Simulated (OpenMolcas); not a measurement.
**V²⁺: the spin-orbit constant, Racah parameters, worked from levels**

```json
{
  "Program": "OpenMolcas 26.06",
  "Basis": "ANO-RCC-VTZP [6s5p3d2f1g]",
  "Scalar Hamiltonian": "DKH2, point nucleus",
  "Active space": "3 electrons in 6 orbitals (3d 4s)",
  "State averaging": "2S+1 = 4 even, 20 roots; 2S+1 = 2 even, 64 roots",
  "Spin-orbit coupling": "RASSI with atomic mean-field integrals over the reference wave functions, term energies averaged over their components"
}
```

Methods: CASSCF; MS-CASPT2, IPEA 0.25 Eh, imaginary shift 0.1 Eh (closed shells correlated: 3s 3p). Measured levels: Sugar and Corliss, J. Phys. Chem. Ref. Data 7, 1191 (1978).

**The spin-orbit constant.** For the Hund term ⁴F of d3, E(J) = (A/2) J(J+1) + constant and ζ = 2S·A = 3A. From J = 3/2 to J = 9/2 the energy changes by 10.5 A.

```
   Source  E(9/2) - E(3/2)     A    ζ
   CASSCF            662.0  63.0  189
MS-CASPT2            662.8  63.1  189
 measured            583.8  55.6  167
```

All in cm-1. MS-CASPT2 is off by +13.5 % and CASSCF by +13.4 %. Both methods take the spin-orbit matrix elements from the reference wave functions, so the second can move ζ only through the term energies and any multistate remixing. Second-order mixing with other terms is absorbed into this ζ.

**Racah parameters.** Above ⁴F, d3 has ⁴P at 15B, ²G at 4B + 3C and ²H at 9B + 3C. The first two fix B and C, and the third tests them; where it misses by thousands of cm-1, two parameters do not describe the configuration (Trees and configuration-interaction terms are left out) and B and C hang on the terms chosen. Term energies are centres of gravity, weighted by 2J + 1.

| Source | ⁴P | ²G | B | C | C/B | ²H from B, C | ²H found |
| --- | --- | --- | --- | --- | --- | --- | --- |
| CASSCF | 15091 | 13853 | 1006 | 3276 | 3.26 | 18882 | 18812 |
| MS-CASPT2 | 11568 | 11765 | 771 | 2893 | 3.75 | 15618 | 16819 |
| measured | 11330 | 11752 | 755 | 2910 | 3.85 | 15525 | 16565 |

Energies in cm-1. From CASSCF to MS-CASPT2, B changes by -23.4 % and C by -11.7 %. Against the measured terms, MS-CASPT2 has B off by +2.1 % and C by -0.6 %.

CASPT2 breaks the degeneracy within a term, and the mean is taken; among the terms shown or strongly mixed into the levels shown the widest spread is 1200 cm-1 (3d³ ⁴F, MS-CASPT2). Without dynamic correlation excited terms often stand tens of per cent too high (terms of higher spin than the ground term too low), and those without a measured partner can miss by more than the paired ones (holds for CASSCF). The CASPT2 spread within a term exceeds the gap to the next term for 3d³ ⁴P and 3d³ ²G, so the order of their levels is uncertain (holds for MS-CASPT2). Measured partners are found by configuration, term and J. A level has none where our copy of the source lacks it or the pairing is in doubt (some pairs that miss far off the trend of their configuration count as doubtful), and it then counts in no deviation. Only configurations of the active space appear.
